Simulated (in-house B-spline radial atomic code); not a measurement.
## Ne4+: [He] 2s2 2p(1 up, 0 down) 3s(0 up, 1 down) (an excited or competing configuration)

Computed with a radial B-spline atomic code at the basis-set limit: non-relativistic r2SCAN, spin-polarised, spherical fractional occupations, point nucleus.

Effective charges: Z_r = [3n² - l(l+1)]/(2<r>) from the radius, Z_e = n√(-2ε) from the energy, and Slater's rules. Values are occupation-weighted means over spin.

```tsv
shell	electrons	ε (eV)	<r> (bohr)	Z_r	Z_e	Slater
1s	2	-983.81	0.1573	9.54	8.50	9.70
2s	2	-146.47	0.7404	8.10	6.56	7.60
2p	1	-126.88	0.6721	7.44	6.11	7.60
3s	1	-47.66	2.007	6.73	5.61	5.45
```

The least bound orbital is 3s down at -47.66 eV, and it is also the most diffuse (<r> = 2.007 bohr).
